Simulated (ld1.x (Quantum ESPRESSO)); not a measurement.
## chlorine (Cl): one change to a TM potential, before and after

* Element: chlorine
* Generator: ld1.x (Quantum ESPRESSO) 7.5
* Type: norm-conserving Troullier–Martins (Kleinman–Bylander form)
* Functional: LDA (PZ)
* Relativity: scalar-relativistic
* Frozen core: [Ne]
* Valence charge: 7
* Reference configuration: 3s1.75 3p5.25
* Partial waves: 3p (bound): rc 1.05 bohr; 3s (bound): rc 1.00 bohr
* Local potential: the s channel
* Core correction: a·sin(br)/r model core inside 0.85 bohr

Change: wave 3s (bound): rc 1.00 bohr becomes 3s (bound): rc 0.90 bohr.

Cutoffs: the cutoffs (Ry, on a coarse ladder) from which the occupation-weighted sum of valence levels, in a spherical-Bessel basis at the reference potential, stays within 10 and 1 mRy of its value at 400 Ry; they do not see the model core or the augmentation charge, which bear on the density cutoff. Errors are all-electron minus pseudo energies relative to the spin-unpolarised reference configuration.

Question: Predict the effect on cutoff, ghosts and configuration errors.

Answer: The potential gets neither clearly harder nor softer (140 Ry and 260 Ry → 120 Ry and 300 Ry); of the 9 tests that both files solve, the error grows in 4 and shrinks in 0 by more than 15 % and 0.3 meV (median size 2.7 → 2.6 meV); neither file shows a bound ghost. That the errors move this way runs against the usual rule that smaller radii transfer better.

| quantity | base | changed |
| --- | --- | --- |
| cutoff, loose | 140 Ry | 120 Ry |
| cutoff, tight | 260 Ry | 300 Ry |
| loose cutoff by channel (10 mRy a level) | p 80 Ry, s 70 Ry | p 80 Ry, s 100 Ry |
| bound ghosts | none | none |
| error for 3s2 3p5, meV [ΔE -3.00 eV] | +0.2 | +0.1 |
| error for 3s2 3p4, meV [ΔE 10.97 eV] | +4.5 | +5.6 |
| error for 3s2 3p3, meV [ΔE 36.50 eV] | +32 | +41 |
| error for 3s2 3p2, meV [ΔE 74.89 eV] | +103 | +135 |
| error for 3s2 3p1, meV [ΔE 127.26 eV] | +236 | +318 |
| error for 3s2 3p4.5, meV [ΔE 2.63 eV] | +0.6 | +0.6 |
| error for 3s1 3p6, meV [ΔE 9.05 eV] | +0.5 | +0.2 |
| error for 3s1.75 3p5.25 (spin-polarised), meV [ΔE -0.20 eV] | +2.7 | +2.6 |
| error for 3s2 3p5 (spin-polarised), meV [ΔE -3.19 eV] | +2.3 | +2.2 |
| s: phases at 1.15 bohr within 0.05 rad from the reference energy up to (Ry; the scan ends near 5) | 0.9 | 0.1 |
| p: phases at 1.15 bohr within 0.05 rad from the reference energy up to (Ry; the scan ends near 5) | 1.6 | 1.3 |
